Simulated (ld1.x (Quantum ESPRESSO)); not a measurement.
# An all-electron radial function and its pseudo partner (Lu (Z = 71))

Columns: radius, all-electron u(r) and pseudo u(r) of the 5d shell (level -1.92 eV) of lutetium in the configuration [Kr] 4d10 4f14 5s2 5p6 5d1 6s2 6p0; LDA (PZ), scalar-relativistic, TM scheme, ld1.x (Quantum ESPRESSO) 7.5.

| r (bohr) | all-electron | pseudo |
| --- | --- | --- |
| 0.148 | 0.1395 | 0.0019 |
| 0.295 | -0.1413 | 0.0146 |
| 0.443 | -0.2324 | 0.0464 |
| 0.590 | -0.1140 | 0.1006 |
| 0.738 | 0.0658 | 0.1762 |
| 0.885 | 0.2315 | 0.2653 |
| 1.033 | 0.3635 | 0.3590 |
| 1.180 | 0.4588 | 0.4454 |
| 1.328 | 0.5243 | 0.5172 |
| 1.475 | 0.5656 | 0.5687 |
| 1.623 | 0.5892 | 0.6000 |
| 1.770 | 0.5995 | 0.6131 |
| 1.918 | 0.6002 | 0.6127 |
| 2.065 | 0.5941 | 0.6033 |
| 2.213 | 0.5832 | 0.5886 |
| 2.360 | 0.5691 | 0.5716 |
| 2.508 | 0.5527 | 0.5535 |
| 2.655 | 0.5350 | 0.5351 |
| 2.802 | 0.5164 | 0.5164 |
| 2.950 | 0.4973 | 0.4973 |
| 3.098 | 0.4780 | 0.4780 |
| 3.245 | 0.4589 | 0.4589 |
| 3.393 | 0.4398 | 0.4398 |
| 3.540 | 0.4211 | 0.4211 |
| 3.688 | 0.4027 | 0.4027 |
| 3.835 | 0.3848 | 0.3848 |

(1) How many radial nodes do the two functions have?

(2) At about which radius was the pseudo-wave matched?

(3) Is the pseudo-wave norm-conserving?

## Answers

(1) The all-electron 5d function has n − l − 1 = 2; the pseudo-wave has 0, since the states of the same l below it are removed with the core.

(2) 2.95 bohr. The columns agree to 0.0005 from 2.65 bohr on; several derivatives are matched, so the curves merge somewhat inside the radius.

(3) Yes: the TM scheme keeps the norm inside the radius equal to the all-electron one, which fixes the energy derivative of the logarithmic derivative at the level.
